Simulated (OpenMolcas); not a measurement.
# Au3+: effect of the metal basis

Au3+ with its 6 nearest fluoride ions at 2.166 Å, on the Y site of Cs2NaYF6 (a = 9.075 Å, distance in the model lattice 2.178 Å). The rest of the host is ab initio model potentials to 7.6 Å and point charges beyond; the distance is set by hand and nothing relaxes.

```json
{
  "Program": "OpenMolcas",
  "Method": "SS-CASPT2, IPEA 0.25 Eh, imaginary shift 0.1 Eh (closed shells correlated: 5s 5p and the ligand valence shells)",
  "Spin-orbit coupling": "state interaction with AMFI integrals over the reference wave functions"
}
```

Fixed: ligand basis ANO-RCC-VDZP, active space 8 electrons in 5 orbitals (5d), DKH2 Hamiltonian.

States (labels of O, the rotations of Oh). Energies in cm-1 above the lowest state or level, χT in cm3 K/mol.

```json
{"Run": "A", "Metal basis": "ANO-RCC-VDZP", "Ground state": "3A2", "First state of that spin": "3T2 21590", "First gap with spin-orbit (degeneracies)": "5030 (3, 2)", "χT at 300 K": "1.530", "First state of another spin": "1E 5430", "Cost": "roughly 2.9 core-minutes"}
{"Run": "B", "Metal basis": "ANO-RCC-VTZP", "Ground state": "3A2", "First state of that spin": "3T2 21620", "First gap with spin-orbit (degeneracies)": "4600 (3, 2)", "χT at 300 K": "1.539", "First state of another spin": "1E 4960", "Cost": "roughly 2.9 core-minutes"}
```

Against A, the first state of the same spin changes by +0.1 % in B.

Costs are those of the CASPT2 steps.

Roots that are degenerate in the reference are averaged as groups; the widest CASPT2 spread within a group is 1300 cm-1 (the 3-fold group of multiplicity 1 near 28300 cm-1 above the lowest state of its run, B). Shifts and gaps below about the spread of the groups concerned are not significant. Over all roots computed the reference weight is 0.67 to 0.71 in A, 0.67 to 0.70 in B; a low but even weight reflects the number of correlated electrons. Real 4d8 and 5d8 ions are as a rule square planar and diamagnetic. Ligand-to-metal charge-transfer states are missing. With no ligand orbital active B as a rule stays too high, so bands that hang on it stand too high and its fall with covalency is understated. With one d shell and no ligand orbital active, 10Dq can be off by a tenth or more. The least metal-like active orbital is 76 % on the metal (Löwdin) and no ligand orbital is active, so the numbers are rough (holds for A). The least metal-like active orbital is 77 % on the metal (Löwdin) and no ligand orbital is active, so the numbers are rough (holds for B). No measured value stands beside these numbers; the geometry was set by hand and not optimised.
